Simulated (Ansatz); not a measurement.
Geometry optimisation, UKS BHLYP-D4/def2-SVP in Ansatz.

Input:

```yaml
crystal:
  periodic: [false, false, false]
  atoms:
    - { symbol: Sn, position_ang: [0.3849, 0.3189, 0.4639] }
    - { symbol: F, position_ang: [-1.3245, -0.258, -1.0081] }
    - { symbol: O, position_ang: [0.7082, -1.2506, -0.444] }
    - { symbol: H, position_ang: [-0.4196, -1.0559, -1.008] }
    - { symbol: H, position_ang: [0.9193, 1.8597, -0.0475] }
    - { symbol: H, position_ang: [-0.2683, 0.3859, 2.0437] }
magnetization:
  spin_polarized: true
basis:
  gaussian: { orbitals: def2-SVP }
hamiltonian:
  xc: { name: BHLYP }
  dispersion: d4
relax:
  f_tol: 0.15
  max_steps: 25
  restrain:
    - { distance: [3, 1], at: 0.88, k: 30.0 }
    - { distance: [0, 1], at: 3.26, k: 30.0 }
    - { distance: [3, 2], at: 2.27, k: 30.0 }
```

Command:

```bash
$ ansatz run input.yaml --threads 2 --pin off --max-ram 3072MiB --backend cpu --events-out ev --progress --plain --runs-dir out
```

Problem. Where does it end, and by what steps?

Solution. The run converged. The restraints hold the end off the free minimum. After 6 steps the energy has risen by 0.571 eV (the restraints' own energy left out); H4 moved furthest, 0.64 Å. Parted: Sn1–F2. Joined: F2–H4.

```json
{"step": "0", "energy less start (eV)": "0.0000", "largest force component (eV/Å)": "1.651", "accepted": "yes"}
{"step": "1", "energy less start (eV)": "0.5374", "largest force component (eV/Å)": "2.896", "accepted": "yes"}
{"step": "2", "energy less start (eV)": "0.5377", "largest force component (eV/Å)": "2.145", "accepted": "yes"}
{"step": "3", "energy less start (eV)": "0.6725", "largest force component (eV/Å)": "1.998", "accepted": "yes"}
{"step": "4", "energy less start (eV)": "0.5859", "largest force component (eV/Å)": "0.995", "accepted": "yes"}
{"step": "5", "energy less start (eV)": "0.5717", "largest force component (eV/Å)": "0.354", "accepted": "no"}
{"step": "6", "energy less start (eV)": "0.5710", "largest force component (eV/Å)": "0.945", "accepted": "yes"}
```

```xyz
6
Properties=species:S:1:pos:R:3
Sn 0.642 0.409 0.686
F -1.661 -0.559 -1.396
O 0.993 -1.155 -0.214
H -0.938 -1.111 -1.387
H 1.096 1.949 0.104
H -0.132 0.467 2.207
```

Time of the run: 19 s on 2 threads of Arm Neoverse V2, with other jobs on the host, peak memory 0.18 GiB.
